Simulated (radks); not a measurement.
The platinum anion Pt2-, [Hg], held by a Watson sphere: a shell of charge +2.4 at radius R that stands for the Madelung well of a crystal (potential energy -2.4/R inside, -2.4/r outside, in hartree with lengths in bohr). Calculated with a radial shooting solver on a logarithmic mesh with Libxc functionals: scalar-relativistic Kohn-Sham, LB94 model potential, spin-polarised, spherical densities, finite nucleus; Fermi nuclear charge, rms radius of each element as measured or else 0.836 A^(1/3) + 0.57 fm. Response by self-consistent Sternheimer equations with the Hartree and adiabatic LDA kernel, the relativistic mass of each level held fixed and spin-orbit coupling left out. The sphere does not respond.

| R (bohr) | e(5p) (eV) | e(6s) (eV) | e(5d) (eV) | <r> 5d (bohr) | sum of <r^2> (bohr^2) | X-ray form factor at sin(theta)/lambda = 0.2 1/angstrom | alpha (bohr^3) |
|---|---|---|---|---|---|---|---|
| 2.68 | -63.599 | -14.691 | -14.136 | 1.750 | 74.10 | 66.438 | 38.84 |
| 2.69 | -63.564 | -14.663 | -14.098 | 1.751 | 74.19 | 66.435 | 39.03 |
| 3.28 | -61.738 | -13.006 | -12.093 | 1.791 | 78.98 | 66.335 | 51.23 |
| 3.75 | -60.483 | -11.742 | -10.746 | 1.812 | 82.34 | 66.313 | 62.71 |
| 4.24 | -59.335 | -10.554 | -9.540 | 1.827 | 85.45 | 66.313 | 76.26 |
| 4.79 | -58.220 | -9.392 | -8.387 | 1.838 | 88.56 | 66.322 | 93.44 |
| 5.21 | -57.476 | -8.616 | -7.627 | 1.845 | 90.70 | 66.330 | 108.0 |
| 5.67 | -56.754 | -7.865 | -6.894 | 1.850 | 92.85 | 66.338 | 125.6 |
| 6.01 | -56.275 | -7.367 | -6.409 | 1.854 | 94.33 | 66.342 | 139.7 |
